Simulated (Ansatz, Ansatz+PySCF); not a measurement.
| atom | x (Å) | y (Å) | z (Å) |
| --- | --- | --- | --- |
| P | 0.0000 | 0.0000 | 0.0000 |
| O | 0.0000 | 0.0000 | 1.6800 |

Basis set: 6-31G (spherical functions). Correlated methods keep 6 orbitals frozen. Correlation on ROHF uses semicanonical orbitals with singles. Charge 0, multiplicity 2.

Computed with Ansatz (development build ahead of 0.2.0); the reference of a correlated method needn't be the lowest determinant of its kind.

Question: Give the atomization energy at this shape (free ground-state atoms in the same class of orbitals less the molecule, no zero-point energy) of doublet PO by ROHF-CCSD(T), UHF-CCSD(T).

Answer:

```csv
method,atomization energy
ROHF-CCSD(T),3.29 eV
UHF-CCSD(T),3.26 eV
```

Caution: the reference determinant was not shown to be the lowest. Caution for ROHF-CCSD(T): an unrestricted determinant lies well below. Caution for UHF-CCSD(T): a plain start can end on a higher determinant; large amplitudes, a single reference is doubtful; the unrestricted determinant is spin contaminated.

This basis has no polarisation functions and is too small for such energies, which can lie far from measured ones in either direction.
